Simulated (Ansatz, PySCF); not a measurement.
3-methylidenepent-1-en-4-yne (C6H6), SMILES C(C(C=C)=C)#C. Atoms are numbered in the order given.

```xyz
12

C     -1.0668    -2.0573     0.0000
C     -0.2915    -1.1239     0.0000
C      0.6050    -0.0016     0.0000
C      1.9441    -0.1928     0.0000
C      0.0287     1.3548     0.0000
C     -1.2797     1.6424     0.0000
H     -1.7430    -2.8911     0.0000
H      2.3768    -1.1945     0.0000
H      2.6263     0.6611     0.0000
H      0.7648     2.1658     0.0000
H     -1.6294     2.6773     0.0000
H     -2.0348     0.8517     0.0000
```

The structure is a stationary point at B3LYP-D3(BJ)/def2-SVP. One conformer was computed; it need not be the lowest.

Vertical ionisation energy (IE) and electron affinity (EA) in eV. Rows of orbital energies are one-electron estimates. Where ΔSCF, EOM or ADC give a negative EA the extra electron is unbound and the value depends on the basis.

```csv
level,IE,EA
"−ε(HOMO), −ε(LUMO), HF/def2-TZVP (PySCF)",8.78,-2.29
"−ε(HOMO), −ε(LUMO), PBE/def2-TZVP (PySCF)",5.86,2.29
"ΔSCF, PBE0/def2-TZVPD (Ansatz), final states of multiplicity 2 and 2",8.65,-0.27
"ΔSCF, PBE/def2-TZVPD (Ansatz), final states of multiplicity 2 and 2",8.59,-0.22
```

**Question.** What vertical singlet–triplet gap does ΔSCF give with PBE0/def2-TZVPD (Ansatz, a program for electronic structure) and with PBE/def2-TZVPD (Ansatz)? (The exact figures need the calculation; the answer reports its results.)

**Answer.** 2.86 and 2.87 eV (triplet above singlet where positive).
